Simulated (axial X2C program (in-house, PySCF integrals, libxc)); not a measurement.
**What spin–orbit coupling does to CrN⁻**

Calculated with an axial X2C code built on PySCF integrals. Spin-free means the one-electron spin-free X2C Hamiltonian; two-component (2c) means X2C with spin–orbit coupling and atomic mean-field two-electron Coulomb and Gaunt terms, so the difference of the two also holds small scalar two-electron terms. Basis: Cr dyall-acv3z [10s11p7d4f2g], N dyall-av3z [7s7p3d2f] (cores contracted in-house); Gaussian nuclei, density fitting, unrestricted open shells. Masses: Cr 51.941 u, N 14.003 u.

Spin-free state: M_S = 1, Λ = 0 (beyond evenly filled blocks: δ+α, δ-α); fragments Cr- + N.

| level | Re (Å) | ωe (cm⁻¹) | De (eV) | μ (D) |
| --- | --- | --- | --- | --- |
| PW91 | 1.551 | 1055.4 | 5.275 | 1.60 |

Dipoles are positive if N is the positive end and refer to the centre of mass.

Two-component determinant lowest at the distance of the search:

Ω = 1 (⟨Sz⟩ = 1.00, ⟨Lz⟩ = 0.00 at PW91); fragments Cr- + N.

| level | Re (Å) | ωe (cm⁻¹) | De (eV) | μ (D) |
| --- | --- | --- | --- | --- |
| PW91 | 1.551 | 1055.4 | 5.273 | 1.61 |

Problem. From the two tables, how do the constants change at the PW91 level (2c against spin-free)?

Solution. At the PW91 level Re is unchanged within 0.001 Å and ωe stays the same within 0.2 cm⁻¹; De changes by -0.002 eV.

Occupations by symmetry block were frozen at the best pattern of an incomplete PBE0 search. Dissociation energies refer to the lowest single-determinant-based atoms at the same level and basis. Density functionals use the spin component along the axis (collinear). The highest occupied level is positive at some bond lengths even in Hartree–Fock (under at least one Hamiltonian), so the basis set holds the extra electron there; where that holds at Re the anion is at best weakly bound and its constants depend on the basis. Other states lie close and PBE0, whose exact exchange favours high spin, may order them wrongly; the determinant shown need not be the ground state. The nearest other spin-free determinant of the search, M_S = 2, Λ = 1, lies 0.39 eV up at the distance of the search. The functionals have no current-density term, which raises determinants with orbital currents, atoms included. With several unpaired electrons one determinant need not be a pure state. Open-shell Ω = 0 determinants with evenly filled partner blocks cannot be reached by this program, so the Ω shown need not be the lowest component. The determinant is spin-polarised beyond a pure state at some levels (its spin-free form has ⟨S²⟩ too high), which makes Re and μ there less reliable.
